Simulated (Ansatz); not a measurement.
Coupled-cluster run, BrGeH₄OP (`[OH][GeH]([PH2])[Br]`).

```yaml
crystal:
  periodic: [false, false, false]
  atoms:
    - {symbol: O, position_ang: [0.180539, 1.478755, -1.124033]}
    - {symbol: Ge, position_ang: [-0.386027, 0.249606, 0.017071]}
    - {symbol: P, position_ang: [1.167416, -1.441457, -0.124243]}
    - {symbol: Br, position_ang: [-2.422881, -0.582090, -0.714081]}
    - {symbol: H, position_ang: [-0.407604, 2.235855, -1.186831]}
    - {symbol: H, position_ang: [-0.676129, 0.888963, 1.388004]}
    - {symbol: H, position_ang: [2.074111, -0.752448, 0.728611]}
    - {symbol: H, position_ang: [0.562875, -2.134385, 0.959600]}
basis:
  gaussian: {orbitals: def2-SVP}
correlation: {method: ccsd_t}
```

```sh
$ ansatz run in.yaml --threads 4 --pin off --events-out ev --progress --plain --max-ram 10444MiB
```

The program prints (abridged):

```
Functional definition: HF
1115 factors; integrals over basis functions are off by at most 1.4e-3 eV
mean field evaluation 1: about -137823.8341 eV, gradient 3.5e1 eV
mean field evaluation 2: about -137823.8522 eV, gradient 3.5e1 eV
mean field evaluation 4: about -137826.7284 eV, gradient 2.8e0 eV
mean field evaluation 8: about -137826.7680 eV, gradient 2.8e-4 eV
mean field -137826.76798722 eV, -5065.0403011916 hartree, gradient 2.7e-6 eV, S^2 0.000000; 0 other end points of the search recorded, 0 dependent functions left out
24 core orbitals not correlated: weight in the atoms' cores, before any rotation towards them, 1.000 or more for the frozen orbitals, at most 0.000 for the correlated occupied ones
reference -137826.76798722 eV, -5065.0403011916 hartree; 23, 23 occupied and 69, 69 virtual orbitals, 1115 factors
second order -20.89035997 eV of doubles, -0.00000000 eV of singles
cycle   1  -20.92958449 eV  change   -3.9e-2 eV  update   1.0e-1
cycle   2  -21.49711008 eV  change   -5.7e-1 eV  update   3.1e-2
cycle   3  -21.59151417 eV  change   -9.4e-2 eV  update   1.5e-2
cycle   4  -21.57919115 eV  change    1.2e-2 eV  update   3.4e-3
cycle   5  -21.57935128 eV  change   -1.6e-4 eV  update   1.6e-3
cycle   6  -21.57965897 eV  change   -3.1e-4 eV  update   4.6e-4
cycle   7  -21.57928343 eV  change    3.8e-4 eV  update   1.7e-4
cycle   8  -21.57927975 eV  change    3.7e-6 eV  update   5.0e-5
perturbative correction -0.56282563 eV, -0.0206834603 hartree
Total energy: -137848.91009259 eV, -5065.8540085555 hartree
```

Hardware: 4 threads of an Arm Neoverse V1 on a shared host. Wall time 11 s, peak host memory 0.56 GiB.

The correlation energy is -22.142 eV, 2.5 % of it from (T); the T1 diagnostic reads 0.0099.
